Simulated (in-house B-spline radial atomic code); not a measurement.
Configurations of Se VI (Se5+), with energies counted from [Ar] 3d10 4s1. All numbers are computed (Dirac-Hartree-Fock, average of configuration; Fermi nucleus of rms radius 4.14 fm) with an all-electron radial atomic-structure program (B-spline basis), not measured. Energies include first-order Breit, QED and recoil terms.

Occupations are held fixed; configurations that lie above the ionisation limit could autoionise.

```json
{"configuration": "[Ar] 3d10 (6p3/2)1", "E - E(ref) (eV)": "59.173", "highest orbital": "6p3/2", "its <r> (bohr)": "5.559"}
{"configuration": "[Ar] 3d10 (7p1/2)1", "E - E(ref) (eV)": "65.961", "highest orbital": "7p1/2", "its <r> (bohr)": "8.165"}
{"configuration": "[Ar] 3d10 (7f7/2)1", "E - E(ref) (eV)": "70.579", "highest orbital": "7f7/2", "its <r> (bohr)": "11.04"}
{"configuration": "[Ar] (3d3/2)4 (3d5/2)5 4s1 (7p3/2)1", "E - E(ref) (eV)": "119.56", "highest orbital": "7p3/2", "its <r> (bohr)": "8.102"}
{"configuration": "[Ne] 3s2 (3p1/2)1 (3p3/2)4 3d10 4s1 (5f5/2)1", "E - E(ref) (eV)": "230.64", "highest orbital": "5f5/2", "its <r> (bohr)": "5.015"}
{"configuration": "[Ne] 3s2 (3p1/2)2 (3p3/2)3 3d10 4s1 (8g9/2)1", "E - E(ref) (eV)": "237.2", "highest orbital": "8g9/2", "its <r> (bohr)": "14.29"}
```

Order these further configurations by energy, lowest first.
A. [Ne] 3s2 (3p1/2)2 (3p3/2)3 3d10 4s1 (8d3/2)1
B. [Ar] (3d3/2)3 (3d5/2)6 4s1 (8d5/2)1
C. [Ar] (3d3/2)4 (3d5/2)5 4s1 (5g9/2)1
D. [Ne] 3s2 (3p1/2)1 (3p3/2)4 3d10 4s1 (7g7/2)1
E. [Ne] 3s2 (3p1/2)1 (3p3/2)4 3d10 4s2

C (114.82 eV), B (125.98 eV), E (167.37 eV), A (235.55 eV), D (240.81 eV).

How far above the reference does [Ar] 3d10 8s1 lie?

69.169 eV; its least bound orbital is 8s1/2 with <r> = 10.62 bohr.

How far above the reference does [Ar] 3d10 (5g9/2)1 lie?

61.121 eV; its least bound orbital is 5g9/2 with <r> = 4.58 bohr.
